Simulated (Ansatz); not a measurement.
K (SMILES [K]), doublet; B3LYP/def2-SVP (Ansatz, a program for electronic structure).

Input for Ansatz:
Ansatz 0.2 input:
```yaml
crystal:
  periodic: [false, false, false]
  atoms:
    - {symbol: K, position_ang: [0.00000000, 0.00000000, 0.00000000]}
basis:
  gaussian:
    orbitals: def2-SVP
hamiltonian:
  xc: b3lyp
magnetization: {spin_polarized: true, initial_magnetization: 1}
```

It wrote (shortened):

```
Functional definition: B3LYP
145 factors; integrals over basis functions are off by at most 2.5e-4 eV
mean field evaluation 1: about -16322.6725 eV, gradient 2.8e-1 eV
mean field evaluation 2: about -16322.6719 eV, gradient 2.8e-1 eV
mean field evaluation 4: about -16322.6760 eV, gradient 4.1e-2 eV
mean field evaluation 8: about -16322.6761 eV, gradient 3.6e-5 eV
mean field -16322.67612116 eV, -599.8472835452 hartree, gradient 3.6e-5 eV, S^2 0.750016; 0 other end points of the search recorded, 0 dependent functions left out
reference -16322.67626167 eV, -599.8472887089 hartree; 10, 9 occupied and 14, 15 virtual orbitals, 145 factors
Total energy: -16322.67626167 eV, -599.8472887089 hartree
```
